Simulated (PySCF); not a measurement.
# What a mistake does to a calculation on B2CH5Si cation

These are calculations, not measurements. The program is PySCF 2.14.0, an open-source quantum chemistry code, run on an isolated molecule that a program drew, which may never have been made. The molecule is B2CH5Si cation (charge +1, singlet), drawn as the SMILES string `BB=C[SiH2+]`.

Each row is a Hartree-Fock (HF) and frozen-core CCSD(T) single point in the cc-pV(D+d)Z basis, meant for a local HF minimum. Run 1 is clean. Each other run has one planted mistake out of seven kinds, and not every kind appears here: one electron removed, one electron added, multiplicity raised by two, geometry at a saddle point, minimal basis STO-3G, one bond length entered in bohr, all coordinates scaled. The reference is restricted for singlets and unrestricted otherwise, and also for a bond in bohr. Adding or removing an electron swaps singlet and doublet. Electrons count all cores. HOMO and LUMO are orbital energies over both spins, the gradient is its largest component, and the lowest frequency (negative if imaginary) is given only where the gradient is small. Bond lengths are over the 8 bonds as drawn. T1 is the CCSD diagnostic: over 0.02 (restricted) or 0.045 (unrestricted) a single reference is doubtful.

Geometry of the clean run:
```xyz
9
B2CH5Si cation, angstrom
B    -0.9417   -2.2618    0.4036
B     0.1020   -1.1389   -0.3310
C     0.9532   -0.1695   -0.9304
Si    0.6565    1.5388   -0.7352
H    -1.8659   -1.8618    1.0401
H    -0.7248   -3.4238    0.2650
H     1.8074   -0.4962   -1.5218
H     1.5234    2.5445   -1.3436
H    -0.4817    2.0109    0.0525
```

| run | electrons | basis functions | <S^2> | HOMO (eV) | LUMO (eV) | gradient (hartree/bohr) | lowest frequency (cm^-1) | mean bond (Å) | longest bond (Å) | T1 | HF (hartree) | CCSD(T) (hartree) | mistake |
|---|---|---|---|---|---|---|---|---|---|---|---|---|---|
| 1 | 34 | 90 | 0.000 | -15.43 | -4.98 | 2.4e-05 | 103 | 1.4076 | 1.745 | 0.0146 | -378.76062 | -379.18026 | no fault |
| 2 | 34 | 90 | 0.000 | -16.63 | -4.99 | 7.1e-02 | - | 1.2852 | 1.593 | 0.0127 | -378.68281 | -379.09173 | all coordinates scaled |
| 3 | 34 | 90 | 0.712 | -14.86 | -5.14 | 1.7e-02 | - | 1.5401 | 2.251 | 0.0623 | -378.63924 | -379.05850 | ? |
| 4 | 34 | 29 | 0.000 | -13.76 | -2.23 | 2.0e-02 | - | 1.4076 | 1.745 | 0.0150 | -374.38321 | -374.60227 | ? |

**Which mistake was planted in run 3, and what did it cost?**

The mean bond changes by a factor of 1.094 and the longest by 1.290, so the molecule wasn't scaled as a whole. A length L in bohr read as angstrom grows by (1/0.5292 - 1) L = 0.890 L. The 8 bonds together grew by 8 x 0.1325 = 1.060 Å, which gives L = 1.191 Å. That is the length of one of the B-H bonds, 1.191 Å in the clean geometry. So the mistake is: one bond length entered in bohr. Subtracting run 1 and multiplying by 627.51 kcal/mol a hartree, the energy moved by 76.2 kcal/mol in HF and 76.4 kcal/mol in CCSD(T).

**Which mistake was planted in run 4, and what did it cost?**

It has 29 basis functions where the clean run has 90, with the same electrons and geometry. So the mistake is: minimal basis STO-3G. Subtracting run 1 and multiplying by 627.51 kcal/mol a hartree, the energy moved by 2746.9 kcal/mol in HF and 2872.7 kcal/mol in CCSD(T).

Cautions from the logs. Run 3: T1 is over the limit, so its CCSD(T) energy is less reliable.
